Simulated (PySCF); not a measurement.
C4H8F2O2.
Z-matrix (Å and degrees, GFN2-xTB geometry), rows numbered from 1:
```
C 
C   1  1.5179
O   2  1.4291  1  108.27
C   3  1.3739  2  114.52  1   179.12
O   4  1.4256  3  112.93  2    69.18
C   5  1.3523  4  114.38  3    62.31
F   6  1.3597  5  111.19  4    87.75
F   6  1.3399  5  108.98  4  -155.77
H   1  1.0861  2  109.87  3   -58.98
H   1  1.0860  2  109.79  3  -179.24
H   1  1.0862  2  110.08  3    60.59
H   2  1.0985  1  110.85  3   119.35
H   2  1.0970  1  110.80  3  -120.25
H   4  1.0986  3  112.89  2   -47.87
H   4  1.0972  3  106.85  2  -169.57
H   6  1.1058  5  114.11  4   -33.87
```

Computed with CAM-B3LYP/def2-SVPD in PySCF (dipole) on a GFN2-xTB geometry, gas phase.

Take the most abundant isotopes and a rigid rotor. The values belong to one conformer with, in the numbering `[CH3:1][CH2:2][O:3][CH2:4][O:5][CH:6]([F:7])[F:8]`, C1–C2–O3–C4 179°, C2–O3–C4–O5 69°, O3–C4–O5–C6 62°, C4–O5–C6–F7 88°.

Q: What are A, B and C (MHz)?

A: Ia = 127.18, Ib = 499.04, Ic = 555.31 u·Å²; 505379 MHz·u·Å²/I gives A = 3974, B = 1013, C = 910.1 MHz.

Q: Classify the top.

A: A near-prolate asymmetric top. Ray's parameter κ = (2B − A − C)/(A − C) = -0.933; −1 is the prolate and +1 the oblate limit.

Q: Is it planar, by Δ = Ic − Ia − Ib?

A: Not planar: Δ = Ic − Ia − Ib = -70.91 u·Å². For a rigid frame Δ = −2 Σ m c², so Σ m c² = 35.46 u·Å² lies off the ab plane: 7.66 from hydrogen and 27.80 from heavier atoms. The atom farthest from that plane is 1.25 Å away.

Q: Give the other two planar moments, Paa and Pbb, and the rms extents of the mass along the axes.

A: Paa = Σ m a² = (Ib + Ic − Ia)/2 = 463.58 and Pbb = Σ m b² = (Ia + Ic − Ib)/2 = 91.73 u·Å². With the mass M = 126.05 u, the rms extents √(P/M) along a, b and c are 1.92, 0.85, 0.53 Å.

Q: Give the coordinates in the principal-axis frame, origin at the centre of mass.

A: The sense of each axis is arbitrary; atoms in the order of the calculation.
```csv
atom,mass (u),a (Å),b (Å),c (Å)
C1,12.000,-3.252,0.810,0.473
C2,12.000,-2.192,0.197,-0.424
O3,15.995,-1.362,-0.647,0.377
C4,12.000,-0.362,-1.287,-0.315
O5,15.995,0.652,-0.397,-0.775
C6,12.000,1.320,0.245,0.209
F7,18.998,2.380,-0.487,0.642
F8,18.998,1.832,1.382,-0.282
H9,1.008,-3.840,0.025,0.940
H10,1.008,-3.907,1.447,-0.115
H11,1.008,-2.784,1.404,1.252
H12,1.008,-2.652,-0.408,-1.217
H13,1.008,-1.580,0.976,-0.893
H14,1.008,-0.721,-1.768,-1.236
H15,1.008,0.069,-2.032,0.365
H16,1.008,0.701,0.484,1.094
```

Q: Predict some low-J microwave lines.

A: The dipole components are |μa| = 3.26 D, |μb| = 0.58 D, |μc| = 0.06 D. Intensities carry the squares of the components, which stand as 1.00 : 0.03 : 0.00 (a : b : c). Some lines, for components of 0.1 D or more:

```
type  branch         J(Ka,Kc)    MHz  lower level (cm⁻¹)
   a       R  1(0,1) ← 0(0,0)   1923               0.000
   b       Q  3(1,2) ← 3(0,3)   3332               0.384
   a       R  2(1,2) ← 1(1,1)   3743               0.163
   a       R  2(0,2) ← 1(0,1)   3843               0.064
   a       R  2(1,1) ← 1(1,0)   3948               0.166
   b       R  1(1,1) ← 0(0,0)   4884               0.000
   b       R  4(0,4) ← 3(1,3)   4949               0.475
   a       R  3(1,3) ← 2(1,2)   5613               0.288
   a       R  4(2,3) ← 3(2,2)   7689               0.787
   a       R  4(1,3) ← 3(1,2)   7891               0.496
   b       Q  2(2,0) ← 2(1,1)   8886               0.298
   b       Q  3(2,2) ← 3(1,3)   9346               0.475
   b       Q  4(2,3) ← 4(1,4)   9555               0.725
   a       R  5(0,5) ← 4(0,4)   9562               0.640
   a       R  5(2,4) ← 4(2,3)   9608               1.043
   a       R  5(2,3) ← 4(2,2)   9660               1.045
   b       Q  5(2,4) ← 5(1,5)   9816               1.036
   b       R  4(1,4) ← 3(0,3)  10197               0.384
   b       R  3(2,1) ← 2(1,2)  14972               0.288
   b       Q  4(3,1) ← 4(2,2)  15031               1.045
   b       Q  3(3,0) ← 3(2,1)  15050               0.787
   b       R  4(2,3) ← 3(1,2)  16420               0.496
   b       R  4(3,2) ← 3(2,1)  22746               0.787
   b       R  4(3,1) ← 3(2,2)  22760               0.787
   b       R  5(3,2) ← 4(2,3)  24694               1.043
```

Q: Estimate the classical rotational partition function at 25 K, 100 K and 200 K.

A: Point group C1, symmetry number σ = 1; q = (√π/σ)·√((kT/h)³/(ABC)), k/h = 20836.6 MHz/K: 11000 at 25 K, 88100 at 100 K, 249000 at 200 K.

Stationary, but not proved a minimum. Zero-point vibration and centrifugal distortion are left out. A rigid rotor knows nothing of internal rotation, which can split or shift real lines.

The run took 2.0 min of wall time (grids of density and orbitals included) on one thread, Arm Neoverse N1 (aarch64), shared host, and the process peaked at 1.1 GiB of memory. This is the CAM-B3LYP/def2-SVPD job that gave the dipole, with the excitations it also computed.
